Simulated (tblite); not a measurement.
Species: C5H10FNSi2.
Geometry (GFN2-xTB, Å), atoms numbered from 1 in this order:
```xyz
19
C5H10FNSi2 angstrom
N     -2.0634    1.3632    2.1495
C     -1.8183    1.1312    1.0535
C     -1.4439    0.8064   -0.2815
F     -2.4109    1.2862   -1.1815
Si    -1.3173   -1.1164   -0.4613
C      0.2623   -1.5912    0.4817
C      1.5310   -0.8793    0.0032
C      1.5331    0.6234    0.2996
Si     0.2599    1.6309   -0.6872
H     -2.5094   -1.7462    0.1053
H     -1.1999   -1.3686   -1.8998
H      0.1295   -1.3929    1.5477
H      0.4153   -2.6674    0.3895
H      2.3918   -1.3317    0.5058
H      1.6623   -1.0437   -1.0692
H      2.5288    1.0151    0.0872
H      1.3679    0.7699    1.3698
H      0.4373    1.4830   -2.1340
H      0.2340    3.0372   -0.2856
```

Level: GFN2-xTB in tblite, geometry and Hessian alike; calculated harmonic values, unscaled, isolated species. The method is semi-empirical: single wavenumbers can be off by several per cent or more. Modes of hydrogen on silicon can be 10 to 20 % off. One conformer, not necessarily the lowest.

Harmonic wavenumbers (cm⁻¹): 55.2, 95.3, 130.9, 135.8, 216.4, 218.6, 255.9, 260.5, 266.1, 396.5, 434.5, 449.7, 472.6, 513.0, 536.0, 558.3, 575.4, 634.3, 650.4, 719.9, 726.6, 755.7, 768.2, 770.2, 812.9, 815.9, 951.9, 965.6, 980.2, 1057.5, 1082.9, 1120.2, 1171.0, 1221.7, 1297.7, 1308.9, 1346.6, 1469.3, 1478.4, 1505.1, 2256.5, 2269.8, 2286.2, 2287.3, 2365.0, 2938.3, 2962.0, 2963.0, 2973.0, 2987.1, 2989.7.

A = 1422, B = 1051, C = 914.8 MHz; mass 159.034 u (most abundant isotopes); point group Cs, symmetry number 1.

Task: What is the zero-point energy?

Result: ½Σν̃ = 29230 cm⁻¹ = 83.57 kcal/mol.

Task: What is S at 400 K and 1 bar for an ideal gas of classical rigid rotors and harmonic oscillators?

Result: Translation 42.59, rotation 30.72, vibration 43.95: S = 117.3 cal/(mol K).

Task: And Cp and H(400 K) − H(0)?

Result: Cp = 55.20 cal/(mol K), of which vibrations give 47.25 (their classical limit is 51 R = 101.3); H(400 K) − H(0) = 12.79 kcal/mol without the zero-point energy, 9.61 from vibrations.

Task: What must be added to the electronic energy to get the Gibbs energy at 400 K and 1 bar?

Result: ZPE + [H(400 K) − H(0)] − T·S = 83.57 + 12.79 − 46.90 = 49.46 kcal/mol.

Task: How do the functions run with temperature in this model?

Result: 
```tsv
T (K)	S (cal/(mol K))	Cp (cal/(mol K))	H − H(0) (kcal/mol)	G − H(0) (kcal/mol)	ln q(vib)
100	69.8	19.3	1.27	-5.71	1.38
200	87.2	32.6	3.86	-13.58	4.06
300	102.9	45.0	7.76	-23.10	7.01
500	130.5	63.3	18.73	-46.51	13.03
800	164.1	79.5	40.36	-90.90	21.52
1000	182.6	86.3	56.98	-125.61	26.66
```

q(vib) and H(0) count from the zero-point level.

Task: Which modes carry the vibrational entropy at 400 K?

Result: 55.2 cm⁻¹: 5.20; 95.3 cm⁻¹: 4.12; 130.9 cm⁻¹: 3.50; 135.8 cm⁻¹: 3.43; 216.4 cm⁻¹: 2.53; 218.6 cm⁻¹: 2.52 cal/(mol K); the other 45 give 22.64 together.

Hindered rotation and anharmonicity are outside this model. Other conformers, if any are populated, would add a mixing term that is left out.
